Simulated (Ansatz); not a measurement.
Niobium pentachloride. The species carries charge 0 and has multiplicity 1. Nb: def2 effective core potential.

```csv
atom,x (Å),y (Å),z (Å)
Cl1,1.224,-0.209,1.890
Nb2,0.000,0.000,0.000
Cl3,1.641,1.350,-0.913
Cl4,0.272,-1.475,-1.693
Cl5,-1.641,-1.351,0.913
Cl6,-1.496,1.684,-0.197
```

(1) List the harmonic frequencies (cm⁻¹, unscaled) at PBE0-D4/def2-TZVP in Ansatz. (An estimate is asked.)

(2) Is this a minimum?

(3) Give the ideal-gas thermochemistry at 298.15 K and 1 bar (rigid rotor, harmonic oscillator; point group D3h, symmetry number 6).

(4) And at 400, 500, 600, 800 and 1000 K?

(5) Rotational constants (cm⁻¹)?

## Answers

(1) Ansatz gave: 58, 58, 148, 148, 177, 184, 184, 326, 403, 404, 441, 442.

(2) Yes, all 12 modes are real.

(3) Zero-point energy 17.8 kJ/mol; H(298) − E = 44.1 kJ/mol; entropy 402.0 J/(mol·K), of which translation 178.7, rotation 113.7, vibration 109.7; G(298) − E = -75.8 kJ/mol. Modes under 100 cm⁻¹ are hindered rotations or soft bends, so the harmonic entropy is rough.

(4) 
```json
{"T (K)": "400", "H − E (kJ/mol)": "56.6", "S (J/mol/K)": "438.1", "G − E (kJ/mol)": "-118.6"}
{"T (K)": "500", "H − E (kJ/mol)": "69.2", "S (J/mol/K)": "466.3", "G − E (kJ/mol)": "-163.9"}
{"T (K)": "600", "H − E (kJ/mol)": "82.1", "S (J/mol/K)": "489.7", "G − E (kJ/mol)": "-211.7"}
{"T (K)": "800", "H − E (kJ/mol)": "108.2", "S (J/mol/K)": "527.2", "G − E (kJ/mol)": "-313.6"}
{"T (K)": "1000", "H − E (kJ/mol)": "134.4", "S (J/mol/K)": "556.5", "G − E (kJ/mol)": "-422.1"}
```

(5) 0.03099, 0.02588, 0.02588.
